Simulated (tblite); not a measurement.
Parent: `[CH3:1][O:2][C@H:3]1[CH:4]=[C:5]([F:6])[SiH2:7][O:8]1` with C1–O2–C3–C4 176°, C4H7FO2Si.

The geometries are computed with GFN2-xTB (gas phase). One conformer each, not checked by frequencies here.

```json
{"coordinate of the parent": "C1–O2", "value": "1.414 Å"}
{"coordinate of the parent": "O2–C3", "value": "1.388 Å"}
{"coordinate of the parent": "C3–C4", "value": "1.501 Å"}
{"coordinate of the parent": "C4=C5", "value": "1.326 Å"}
{"coordinate of the parent": "C5–F6", "value": "1.344 Å"}
{"coordinate of the parent": "C5–Si7", "value": "1.893 Å"}
{"coordinate of the parent": "Si7–O8", "value": "1.637 Å"}
{"coordinate of the parent": "C3–O8", "value": "1.408 Å"}
{"coordinate of the parent": "C1–O2–C3", "value": "114.1°"}
{"coordinate of the parent": "O2–C3–C4", "value": "108.5°"}
{"coordinate of the parent": "O2–C3–O8", "value": "111.4°"}
{"coordinate of the parent": "C4–C3–O8", "value": "109.6°"}
{"coordinate of the parent": "C3–C4–C5", "value": "113.6°"}
{"coordinate of the parent": "C4–C5–F6", "value": "122.8°"}
{"coordinate of the parent": "C4–C5–Si7", "value": "109.5°"}
{"coordinate of the parent": "F6–C5–Si7", "value": "127.7°"}
{"coordinate of the parent": "C5–Si7–O8", "value": "90.3°"}
{"coordinate of the parent": "C3–O8–Si7", "value": "116.4°"}
```

**Question.** How does the shared frame change in `[O:1]=[CH:2][O:3][C@@H:4]1[CH:5]=[C:6]([F:7])[SiH2:8][O:9]1` with O1–C2–O3–C4 4°, C2–O3–C4–C5 -143°, C4H5FO3Si? Atoms pair as C1 = C2, O2 = O3, C3 = C4, C4 = C5, C5 = C6, F6 = F7, Si7 = Si8, O8 = O9 (parent first).

**Answer.** 
| parent | relative | value in the relative | change |
| --- | --- | --- | --- |
| C1–O2 | C2–O3 | 1.328 Å | -0.086 |
| O2–C3 | O3–C4 | 1.429 Å | +0.041 |
| C3–C4 | C4–C5 | 1.498 Å | -0.003 |
| C4=C5 | C5=C6 | 1.327 Å | +0.001 |
| C5–F6 | C6–F7 | 1.340 Å | -0.004 |
| C5–Si7 | C6–Si8 | 1.897 Å | +0.004 |
| Si7–O8 | Si8–O9 | 1.645 Å | +0.008 |
| C3–O8 | C4–O9 | 1.387 Å | -0.021 |
| C1–O2–C3 | C2–O3–C4 | 117.9° | +3.8 |
| O2–C3–C4 | O3–C4–C5 | 108.4° | -0.1 |
| O2–C3–O8 | O3–C4–O9 | 108.9° | -2.5 |
| C4–C3–O8 | C5–C4–O9 | 110.4° | +0.8 |
| C3–C4–C5 | C4–C5–C6 | 113.2° | -0.4 |
| C4–C5–F6 | C5–C6–F7 | 122.8° | 0.0 |
| C4–C5–Si7 | C5–C6–Si8 | 109.5° | 0.0 |
| F6–C5–Si7 | F7–C6–Si8 | 127.7° | 0.0 |
| C5–Si7–O8 | C6–Si8–O9 | 89.9° | -0.4 |
| C3–O8–Si7 | C4–O9–Si8 | 116.6° | +0.2 |

Of the parent's bonds, C1–O2 changes most (-0.086 Å). Bonds of the relative outside the shared frame: O1=C2 1.191 Å. Point group C1 → C1.

**Question.** How does the shared frame change in `[CH3:1][O:2][C@@H:3]1[CH:4]=[C:5]([Cl:6])[SiH2:7][O:8]1` with C1–O2–C3–C4 -175°, C4H7ClO2Si? Atoms pair as C1 = C1, O2 = O2, C3 = C3, C4 = C4, C5 = C5, Si7 = Si7, O8 = O8 (parent first).

**Answer.** 
| parent | relative | value in the relative | change |
| --- | --- | --- | --- |
| C1–O2 | C1–O2 | 1.414 Å | 0.000 |
| O2–C3 | O2–C3 | 1.388 Å | 0.000 |
| C3–C4 | C3–C4 | 1.503 Å | +0.002 |
| C4=C5 | C4=C5 | 1.327 Å | +0.001 |
| C5–Si7 | C5–Si7 | 1.896 Å | +0.003 |
| Si7–O8 | Si7–O8 | 1.636 Å | -0.001 |
| C3–O8 | C3–O8 | 1.408 Å | 0.000 |
| C1–O2–C3 | C1–O2–C3 | 114.0° | -0.1 |
| O2–C3–C4 | O2–C3–C4 | 108.4° | -0.1 |
| O2–C3–O8 | O2–C3–O8 | 111.4° | 0.0 |
| C4–C3–O8 | C4–C3–O8 | 109.6° | 0.0 |
| C3–C4–C5 | C3–C4–C5 | 114.2° | +0.6 |
| C4–C5–Si7 | C4–C5–Si7 | 108.6° | -0.9 |
| C5–Si7–O8 | C5–Si7–O8 | 91.0° | +0.7 |
| C3–O8–Si7 | C3–O8–Si7 | 116.0° | -0.4 |

No shared bond changes by more than 0.004 Å. Bonds of the relative outside the shared frame: C5–Cl6 1.711 Å. Point group C1 → C1.

**Question.** How does the shared frame change in `[F:1][C:2]1=[CH:3][C@@H:4]([O:5][SiH3:6])[O:7][SiH2:8]1` with C3–C4–O5–Si6 85°, C3H7FO2Si2? Atoms pair as O2 = O5, C3 = C4, C4 = C3, C5 = C2, F6 = F1, Si7 = Si8, O8 = O7 (parent first).

**Answer.** 
| parent | relative | value in the relative | change |
| --- | --- | --- | --- |
| O2–C3 | O5–C4 | 1.375 Å | -0.013 |
| C3–C4 | C4–C3 | 1.504 Å | +0.003 |
| C4=C5 | C3=C2 | 1.325 Å | -0.001 |
| C5–F6 | C2–F1 | 1.345 Å | +0.001 |
| C5–Si7 | C2–Si8 | 1.892 Å | -0.001 |
| Si7–O8 | Si8–O7 | 1.638 Å | +0.001 |
| C3–O8 | C4–O7 | 1.400 Å | -0.008 |
| O2–C3–C4 | O5–C4–C3 | 110.9° | +2.4 |
| O2–C3–O8 | O5–C4–O7 | 111.5° | +0.1 |
| C4–C3–O8 | C3–C4–O7 | 109.6° | 0.0 |
| C3–C4–C5 | C4–C3–C2 | 113.7° | +0.1 |
| C4–C5–F6 | C3–C2–F1 | 122.9° | +0.1 |
| C4–C5–Si7 | C3–C2–Si8 | 109.3° | -0.2 |
| F6–C5–Si7 | F1–C2–Si8 | 127.8° | +0.1 |
| C5–Si7–O8 | C2–Si8–O7 | 90.3° | 0.0 |
| C3–O8–Si7 | C4–O7–Si8 | 116.7° | +0.3 |

Of the parent's bonds, O2–C3 changes most (-0.013 Å). Bonds of the relative outside the shared frame: O5–Si6 1.629 Å. Point group C1 → C1.
